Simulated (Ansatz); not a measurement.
`N[SiH](N)N` → 7 H• + 3 N• + Si•  (atomization)

Computed with Ansatz on PBE0-D4/def2-TZVP structures; ΔE is electronic, products minus reactants. CBS: MP2 limit from def2 TZ/QZ plus the TZ coupled-cluster correction, frozen cores. This one scheme is used for every species, atoms too. DFT in def2-TZVPP. HSE06 is defined as in plane-wave codes. No spin–orbit coupling; open shells (•) take unrestricted orbitals. Spin–orbit coupling would lower the free atoms: a little for Si. Each species was taken in one conformer, which may not be the lowest.

`N[SiH](N)N`:

```xyz
11

N    -0.986    0.706    1.018
Si    0.109   -0.321    0.198
N    -0.788   -0.894   -1.147
N     1.529    0.629    0.041
H    -0.666    1.276    1.783
H    -1.948    0.433    1.126
H     0.594   -1.569    0.854
H    -0.509   -1.739   -1.618
H    -1.253   -0.257   -1.774
H     2.419    0.186   -0.117
H     1.498    1.551   -0.364
```

```
             level  ΔE (eV)  difference from CCSD(T)/CBS
       LDA (SPW92)    45.32                         5.44
            PBE-D4    40.30                         0.42
           PBE0-D4    39.50                        -0.38
          HSE06-D4    39.53                        -0.35
          BHLYP-D4    38.77                        -1.11
           ωB97M-V    40.05                         0.17
            B2PLYP    39.42                        -0.46
            revPBE    38.66                        -1.22
              PBE0    39.33                        -0.55
           r2SCAN0    38.76                        -1.12
             HSE06    39.37                        -0.51
           LC-ωPBE    39.51                        -0.37
      MP2/def2-SVP    36.29                        -3.59
     HF/def2-TZVPP    27.05                       -12.83
SCS-MP2/def2-TZVPP    39.16                        -0.72
SCS-MP2/def2-QZVPP    40.15                         0.27
       CCSD(T)/CBS    39.88                            0
```

What do rigid-rotor, harmonic-oscillator terms from PBE0-D4/def2-TZVP frequencies (298.15 K, 1 bar) make of the CCSD(T)/CBS value? (An estimate is asked.)

Ansatz gave: ΔZPE = -2.40 eV, ΔH = +37.98 eV, ΔS = 1108 J/(mol·K), ΔG = +34.55 eV. Open shells count their whole term as degenerate.

Largest T1 diagnostic among the species: 0.012.

In def2-TZVPP, CCSD(T) changes the Hartree–Fock value by +11.40 eV (the triples alone add +0.55 eV) and MP2 by +11.75 eV; breaking electron pairs costs correlation energy, which Hartree–Fock lacks. Leaving LDA and LC-ωPBE aside and taking each functional with its dispersion term where it has one, the values spread over 1.53 eV, from BHLYP-D4 to PBE-D4. LDA lies +5.23 eV from PBE without D4, its usual overbinding.

For atomizations the MP2-based limit and the directly extrapolated one differ by several kJ/mol either way, and by 10 to 25 for some Ge, Se and Sn compounds, so smaller differences from it don't rank the levels.
